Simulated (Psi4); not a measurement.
Complex: CH4 (SMILES C) (first 5 atoms) with CO2 (SMILES O=C=O); geometry from B3LYP-D3(BJ)/def2-TZVP, rigid monomers moved along the line of their centres of mass till C1···C7 is 4.77 Å.
(charge 0, multiplicity 1):
```xyz
8

C      0.032     0.029    -0.077
H     -0.977    -0.287     0.184
H      0.263     0.970     0.421
H      0.742    -0.737     0.232
H      0.099     0.168    -1.155
O      0.143     1.055     4.767
C     -0.087    -0.079     4.694
O     -0.316    -1.213     4.623
```

Calculation: Psi4 with SAPT0/jun-cc-pV(D+d)Z.

Q: Which attractive term is largest, and how does the interaction split up?

A: electrostatics -0.05, exchange 0.01, induction 0.00, dispersion -0.10, total -0.15 kcal/mol; the largest attraction is dispersion.
